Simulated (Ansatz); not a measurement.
Gas-phase electronic energies from Ansatz, PBE0-D4/def2-TZVP geometries. CBS: MP2 limit from def2 TZ/QZ plus the TZ coupled-cluster correction, frozen cores. This one scheme is used for every species. DFT in def2-TZVPP. Each species was taken in one conformer, which may not be the lowest.

Reaction (formal exchange of groups at the Si–C bond): `C[SiH2]C(O)F` + `[F][AlH][F]` → `C[SiH2][Al]([F])[F]` + `OCF`

```json
{"level": "ωB97X-V", "ΔE (kJ/mol)": "-30.2"}
{"level": "HF/def2-TZVPP", "ΔE (kJ/mol)": "-32.8"}
{"level": "CCSD(T)/def2-TZVPP", "ΔE (kJ/mol)": "-32.7"}
{"level": "MP2/CBS(def2)", "ΔE (kJ/mol)": "-25.9"}
```

(1) What does CCSD(T)/CBS give? (Estimate.)

Largest T1 diagnostic among the species: 0.013.

Answers

(1) Ansatz gave: -31.1 kJ/mol. The listed levels differ from it by 0.9, -1.7, -1.6, 5.2 kJ/mol.

The D4 term adds +3.6 kJ/mol with B3LYP and +1.8 kJ/mol with PBE0; it sums over pairs of atoms, weighted by their polarisabilities, and B3LYP, whose exchange is more repulsive, gets the larger term.

B3LYP here is the variant with VWN-RPA as its local correlation; programs differ in this.
